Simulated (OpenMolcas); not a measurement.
Mn3+: moving or changing the point charges

Mn3+ among 6 point charges of -1 e arranged as a trigonal antiprism (D3d), 1.68 Å from the ion, with a polar angle of 50.4° against the regular 54.74°.

- Program: OpenMolcas 26.06
- Method: CASSCF
- Basis: ANO-RCC-VDZP [5s4p2d1f]
- Scalar Hamiltonian: DKH2, point nucleus
- Active space: 4 electrons in 5 orbitals (3d)
- State averaging: 2S+1 = 5 even, 5 roots; 2S+1 = 3 even, 45 roots; 2S+1 = 1 even, 50 roots
- Spin-orbit coupling: state interaction with AMFI integrals over the reference wave functions

Runs around this geometry, states (labels of D3, the rotations of D3d). Energies in cm-1 above the lowest state or level, χT in cm3 K/mol.

```json
{"R (Å)": "1.68", "q (e)": "-1", "Polar angle / regular": "0.85", "Ground state": "5E", "First state of that spin": "5A1 2029", "First gap with spin-orbit (degeneracies)": "27.7 (2, 1)", "χT at 300 K": "2.516", "First state of another spin": "3E 20943"}
{"R (Å)": "1.68", "q (e)": "-0.8", "Polar angle / regular": "0.92", "Ground state": "5E", "First state of that spin": "5A1 2324", "First gap with spin-orbit (degeneracies)": "14.5 (2, 1)", "χT at 300 K": "2.604", "First state of another spin": "3E 21790"}
{"R (Å)": "1.6", "q (e)": "-1", "Polar angle / regular": "0.92", "Ground state": "5E", "First state of that spin": "5A1 3746", "First gap with spin-orbit (degeneracies)": "25.8 (2, 1)", "χT at 300 K": "2.712", "First state of another spin": "3E 20137"}
{"R (Å)": "1.68", "q (e)": "-1", "Polar angle / regular": "0.92", "Ground state": "5E", "First state of that spin": "5A1 2909", "First gap with spin-orbit (degeneracies)": "21.4 (2, 1)", "χT at 300 K": "2.658", "First state of another spin": "3E 21073"}
{"R (Å)": "1.81", "q (e)": "-1", "Polar angle / regular": "0.92", "Ground state": "5E", "First state of that spin": "5A1 1948", "First gap with spin-orbit (degeneracies)": "11.7 (2, 1)", "χT at 300 K": "2.549", "First state of another spin": "3E 22066"}
```

Taking the first state of the same spin as R^-n, n = -ln(1948 / 3746) / ln(1.81 / 1.6) = 5.3 between the shortest and longest distance.

Scaling the charges by -0.8 / -1 = 0.80 scales the first state of the same spin by 2324 / 2909 = 0.80; with fixed orbitals a first-order splitting would follow the charge.

An orbital doublet at a regular site is open to a Jahn-Teller distortion, which this geometry leaves out. Without dynamic correlation the repulsion within the d shell is too large (B by tens of per cent), so at a given field states of lower spin stand too high. The ground term spreads over less than 5000 cm-1, several times less than with real ligands, so orbital moments are less quenched and χT lies further from the spin-only value than at real sites (holds for R = 1.68, q = -0.8, ratio = 0.92; R = 1.81, q = -1, ratio = 0.92). Point charges carry no covalency, so the field is a model and not that of real ligands. No measured value stands beside these numbers.
